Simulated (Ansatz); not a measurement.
Computed with Ansatz on PBE0-D4/def2-TZVP structures; ΔE is electronic, products minus reactants. CBS: MP2 limit from def2 TZ/QZ plus the TZ coupled-cluster correction, frozen cores. This one scheme is used for every species. Double bonds are as drawn, so ΔE can hold a change between cis and trans. DFT in def2-TZVPP. B3LYP here is the variant with VWN-RPA as its local correlation; programs differ in this. def2 core potentials past Kr. For Sn outer-core shells are correlated without core-valence functions, which leaves a few kJ/mol of doubt a bond. Each species was taken in one conformer, which may not be the lowest.

Reaction (ligand exchange at the Si–O bond): `[NH2][SnH]([F])[O][SiH3]` + `B/C=C/O` → `B/C=C/O[SiH3]` + `[NH2][SnH]([OH])[F]`

| level | ΔE (kJ/mol) | difference from CCSD(T)/CBS |
| --- | --- | --- |
| r2SCAN-D4 | 31.7 | 0.5 |
| ωB97X-V | 31.1 | -0.1 |
| ωB97M-V | 31.1 | -0.1 |
| PBE | 27.3 | -3.9 |
| r2SCAN | 31.4 | 0.2 |
| PBE0 | 29.8 | -1.4 |
| B3LYP | 27.1 | -4.1 |
| SCS-MP2/def2-TZVPP | 29.9 | -1.3 |
| HF/def2-QZVPP | 35.2 | 4.0 |
| HF/CBS(def2) | 35.2 | 4.0 |
| CCSD(T)/CBS | 31.2 | 0 |

Largest T1 diagnostic among the species: 0.014.

In def2-TZVPP, CCSD(T) changes the Hartree–Fock value by −3.5 kJ/mol (the triples alone add −0.3 kJ/mol) and MP2 by −4.5 kJ/mol.
